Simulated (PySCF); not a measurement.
**Pb+ (lead, charge +1) across methods**

[Xe] 4f14 5d10 6s2 6p1, 2P determinant. All numbers are calculated (PySCF 2.14, scalar relativity through the core potential, in def2-QZVPPD with the def2 core potential (60 electrons)). The B2PLYP total includes its PT2 part (frozen core); its orbital energies are those of the SCF part.

| method | E (hartree) | mean ε 6s α (eV) | mean ε 6s β (eV) | mean ε 6p α (eV) | Σ⟨r²⟩ (bohr²) | ⟨S²⟩ |
| --- | --- | --- | --- | --- | --- | --- |
| revPBE | -192.6657 | -19.322 | -18.708 | -10.185 | 49.94 | 0.751 |
| B3LYP | -192.6492 | -20.399 | -19.715 | -10.966 | 50.01 | 0.751 |
| LC-wPBE | -192.6051 | -23.482 | -22.284 | -13.698 | 49.61 | 0.754 |
| PBE0 | -192.5800 | -20.617 | -19.742 | -11.186 | 49.86 | 0.752 |
| UHF | -191.59503 | -23.240 | -21.394 | -13.482 | 50.42 | 0.758 |
| LDA | -192.3064 | -19.756 | -19.260 | -10.325 | 49.93 | 0.751 |
| B2PLYP | -192.2604 | -21.590 | -20.463 | -11.963 | 50.14 | 0.753 |
| PBE | -192.6093 | -19.408 | -18.827 | -10.220 | 49.97 | 0.751 |

Problem. Estimate the same row for r2SCAN.

Solution. E (hartree) = -192.6658; mean ε 6s α (eV) = -19.748; mean ε 6s β (eV) = -18.985; mean ε 6p α (eV) = -10.527; Σ⟨r²⟩ (bohr²) = 49.68; ⟨S²⟩ = 0.753.

Energies and moments cover only the electrons outside the core potential. Spin-orbit coupling, absent here, splits the open shell strongly.
